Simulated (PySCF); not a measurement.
## Electron correlation in Pb²⁺ (lead, charge +2)

[Xe] 4f14 5d9 6s2 6p1, one real determinant (an excited configuration). Calculation: PySCF 2.14, in def2-QZVPPD with the def2 core potential (60 electrons); scalar relativity through the core potential. Frozen: nothing; 20 electrons correlated.

| level | correlation energy (mhartree) |
| --- | --- |
| CCSD | -499.14 |
| (T) | -11.67 |
| CCSD(T) | -510.81 |

Diagnostics: T1 = 0.0075, D1 = 0.0313, largest double amplitude 0.054.

The real determinant used has ⟨L²⟩ near 8 against 12 for a pure F term, so it mixes terms. Spin-orbit coupling, absent here, splits the open shell strongly.

Cost of the coupled-cluster step: about 2.6 core-minutes, for 20 correlated electrons.

The reference is one real determinant that mixes LS terms of this configuration.

The basis has no tight functions for the innermost shells, so their pair energies are far from complete.

This basis was not built for core-valence correlation, so the inner-shell part is incomplete.
